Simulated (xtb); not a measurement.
C2H6Mg, triplet, at a GFN2-xTB geometry (such geometries of metal compounds can be far from the true shape) (a higher spin typed on purpose: for a closed-shell molecule this is an excited state); GFN2-xTB (xtb).

Here is a job for xtb.
```
$ xtb mol.xyz --gfn 2 --uhf 2 --opt --json

# file mol.xyz
9

Mg     0.00649239     0.00659633     0.00925361
C      1.77650181     0.27541309    -1.45305501
H      2.44227962    -0.56672341    -1.29653556
H      2.24984063     1.22007834    -1.20720284
H      1.35338380     0.27970239    -2.45206587
C     -1.78374404    -0.28277125     1.44273267
H     -2.26749666    -1.20844971     1.14918074
H     -2.43315947     0.57598957     1.30953451
H     -1.37930330    -0.33560416     2.44797978
```

What the program printed (banner, timings and long lists left out):

```
   ID    Z sym.   atoms
    1   12 Mg     1
    2    6 C      2, 6
    3    1 H      3-5, 7-9

           -------------------------------------------------
          |                Calculation Setup                |
           -------------------------------------------------

           -------------------------------------------------
          |                 G F N 2 - x T B                 |
           -------------------------------------------------

          ...................................................
          :                      SETUP                      :
          :.................................................:
          :  # basis functions                  24          :
          :  # atomic orbitals                  23          :
          :  # shells                           13          :
          :  # electrons                        16          :
          :  max. iterations                   250          :
          :  Hamiltonian                  GFN2-xTB          :
          :  restarted?                      false          :
          :  GBSA solvation                  false          :
          :  PC potential                    false          :
          :  electronic temp.          300.0000000     K    :
          :  accuracy                    1.0000000          :
          :  -> integral cutoff          0.2500000E+02      :
          :  -> integral neglect         0.1000000E-07      :
          :  -> SCF convergence          0.1000000E-05 Eh   :
          :  -> wf. convergence          0.1000000E-03 e    :
          :  Broyden damping             0.4000000          :
          :  net charge                          0          :
          :  unpaired electrons                  2          :
          ...................................................

 iter      E             dE          RMSdq      gap      omega  full diag
   1     -6.6905824 -0.669058E+01  0.248E+01    1.37       0.0  T
   2     -7.5825113 -0.891929E+00  0.197E+01    5.11       1.0  T
   3     -7.7531308 -0.170619E+00  0.698E+00    5.82       1.0  T
   4     -7.8106700 -0.575393E-01  0.302E+00    6.13       1.0  T
   5     -7.8155703 -0.490025E-02  0.190E+00    6.02       1.0  T
   6     -7.8156696 -0.993520E-04  0.675E-01    5.93       1.0  T
   7     -7.8157302 -0.605845E-04  0.966E-02    5.93       1.0  T
   8     -7.8158477 -0.117467E-03  0.297E-02    5.94       1.1  T
   9     -7.8158529 -0.520171E-05  0.550E-03    5.95       6.1  T
  10     -7.8158531 -0.187359E-06  0.268E-03    5.94      12.5  T
  11     -7.8158531 -0.715077E-07  0.331E-04    5.94     100.8  T
  12     -7.8158531 -0.452633E-09  0.655E-04    5.94      50.9  T

   *** convergence criteria satisfied after 12 iterations ***

 transition dipole moment (au) for excitation:           8           9
     X       Y       Z
  -1.4560  -0.2283   1.1842  total (au/Debye):    1.891   4.806
 dE (eV)             :    2.512
 oscillator strength :  0.31104E+00

         :::::::::::::::::::::::::::::::::::::::::::::::::::::
         ::                     SUMMARY                     ::
         :::::::::::::::::::::::::::::::::::::::::::::::::::::
         :: total energy              -7.708540050632 Eh    ::
         :: gradient norm              0.000073567043 Eh/a0 ::
         :: HOMO-LUMO gap              5.943716056958 eV    ::
         ::.................................................::
         :: SCC energy                -7.815850935224 Eh    ::
         :: -> isotropic ES            0.024705245072 Eh    ::
         :: -> anisotropic ES          0.003429986089 Eh    ::
         :: -> anisotropic XC          0.006108754150 Eh    ::
         :: -> dispersion             -0.002591739996 Eh    ::
         :: repulsion energy           0.107310884592 Eh    ::
         :: add. restraining           0.000000000000 Eh    ::
         :: total charge              -0.000000000000 e     ::
         :::::::::::::::::::::::::::::::::::::::::::::::::::::

      -----------------------------------------------------------
     |                   =====================                   |
     |                        A N C O P T                        |
     |                   =====================                   |
     |               Approximate Normal Coordinate               |
     |                Rational Function Optimizer                |
      -----------------------------------------------------------
      -----------------------------------------------------------
     |                   =====================                   |
     |                        A N C O P T                        |
     |                   =====================                   |
     |               Approximate Normal Coordinate               |
     |                Rational Function Optimizer                |
      -----------------------------------------------------------

          ...................................................
          :                      SETUP                      :
          :.................................................:
          :   optimization level            normal          :
          :   max. optcycles                   200          :
          :   ANC micro-cycles                  20          :
          :   degrees of freedom                21          :
          :.................................................:
          :   RF solver                   davidson          :
          :   write xtbopt.log                true          :
          :   linear?                        false          :
          :   energy convergence         0.5000000E-05 Eh   :
          :   grad. convergence          0.1000000E-02 Eh/α :
          :   maxmium RF displ.          1.0000000          :
          :   Hlow (freq-cutoff)         0.1000000E-01      :
          :   Hmax (freq-cutoff)         5.0000000          :
          :   S6 in model hess.         20.0000000          :
[...]
 * total energy  :    -7.7085401 Eh     change       -0.5135448E-11 Eh
   *** GEOMETRY OPTIMIZATION CONVERGED AFTER 1 ITERATIONS ***
[...]

 transition dipole moment (au) for excitation:           8           9
     X       Y       Z
  -1.4560  -0.2283   1.1842  total (au/Debye):    1.891   4.806
 dE (eV)             :    2.512
 oscillator strength :  0.31103E+00

         :::::::::::::::::::::::::::::::::::::::::::::::::::::
         ::                     SUMMARY                     ::
         :::::::::::::::::::::::::::::::::::::::::::::::::::::
         :: total energy              -7.708540050644 Eh    ::
         :: gradient norm              0.000073538494 Eh/a0 ::
         :: HOMO-LUMO gap              5.943631306202 eV    ::
         ::.................................................::
         :: SCC energy                -7.815850935236 Eh    ::
         :: -> isotropic ES            0.024705540823 Eh    ::
         :: -> anisotropic ES          0.003429958029 Eh    ::
         :: -> anisotropic XC          0.006108741164 Eh    ::
         :: -> dispersion             -0.002591736663 Eh    ::
         :: repulsion energy           0.107310884592 Eh    ::
         :: add. restraining           0.000000000000 Eh    ::
         :: total charge              -0.000000000000 e     ::
         :::::::::::::::::::::::::::::::::::::::::::::::::::::

           -------------------------------------------------
          |                Property Printout                |
           -------------------------------------------------

    * Orbital Energies and Occupations

         #    Occupation            Energy/Eh            Energy/eV
      -------------------------------------------------------------
         1        2.0000           -0.5579931             -15.1838
         2        2.0000           -0.5517353             -15.0135
         3        2.0000           -0.4523567             -12.3093
         4        2.0000           -0.4523536             -12.3092
         5        2.0000           -0.4495056             -12.2317
         6        2.0000           -0.4495028             -12.2316
         7        2.0000           -0.3682477             -10.0205
         8        1.0000           -0.3279204              -8.9232
         9        1.0000           -0.2356241              -6.4117 (HOMO)
        10                         -0.0171997              -0.4680 (LUMO)
        11                         -0.0171941              -0.4679
        12                         -0.0020215              -0.0550
        13                         -0.0020151              -0.0548
        14                          0.0120074               0.3267
        15                          0.0120246               0.3272
        16                          0.0889691               2.4210
        17                          0.1921944               5.2299
        18                          0.2596073               7.0643
        19                          0.2596228               7.0647
        20                          0.2695665               7.3353
       ...                                ...                  ...
        23                          0.8439212              22.9643
      -------------------------------------------------------------
                  HL-Gap            0.2184244 Eh            5.9436 eV
             Fermi-level           -0.2372480 Eh           -6.4558 eV

     #   Z          covCN         q      C6AA      α(0)
     1  12 Mg       1.492     0.222   124.380    27.121
     2   6 C        3.521    -0.202    26.076     7.526
     3   1 H        0.925     0.030     2.580     2.512
     4   1 H        0.925     0.031     2.578     2.511
     5   1 H        0.925     0.030     2.581     2.512
     6   6 C        3.521    -0.202    26.076     7.526
     7   1 H        0.925     0.030     2.581     2.512
     8   1 H        0.925     0.030     2.580     2.512
     9   1 H        0.925     0.031     2.578     2.511

 Mol. C6AA /au·bohr⁶  :        908.760599
 Mol. C8AA /au·bohr⁸  :      35366.351227
 Mol. α(0) /au        :         57.244130

Wiberg/Mayer (AO) data.
largest (>0.10) Wiberg bond orders for each atom

 ---------------------------------------------------------------------------
     #   Z sym  total        # sym  WBO       # sym  WBO       # sym  WBO
 ---------------------------------------------------------------------------
     1  12 Mg   1.223 --     2 C    0.509     6 C    0.509
     2   6 C    3.585 --     4 H    0.961     3 H    0.961     5 H    0.961
                             1 Mg   0.509     6 C    0.186
     3   1 H    0.998 --     2 C    0.961
     4   1 H    0.998 --     2 C    0.961
     5   1 H    0.998 --     2 C    0.961
     6   6 C    3.585 --     9 H    0.961     8 H    0.961     7 H    0.961
                             1 Mg   0.509     2 C    0.186
     7   1 H    0.998 --     6 C    0.961
     8   1 H    0.998 --     6 C    0.961
     9   1 H    0.998 --     6 C    0.961
 ---------------------------------------------------------------------------

Topologies differ in total number of bonds
Writing topology from bond orders to xtbtopo.mol

molecular dipole:
                 x           y           z       tot (Debye)
 q only:        0.004       0.004       0.005
   full:       -0.002      -0.002      -0.002       0.008
molecular quadrupole (traceless):
                xx          xy          yy          xz          yz          zz
 q only:       -1.396      -0.500       1.713       2.592       0.406      -0.317
  q+dip:       -0.256      -0.092       0.314       0.475       0.074      -0.058
   full:       -0.843      -0.302       1.034       1.565       0.245      -0.192

optimized geometry written to: xtbopt.xyz

           -------------------------------------------------
          | TOTAL ENERGY               -7.708540050644 Eh   |
          | GRADIENT NORM               0.000073538494 Eh/α |
          | HOMO-LUMO GAP               5.943631306202 eV   |
           -------------------------------------------------

normal termination of xtb
```
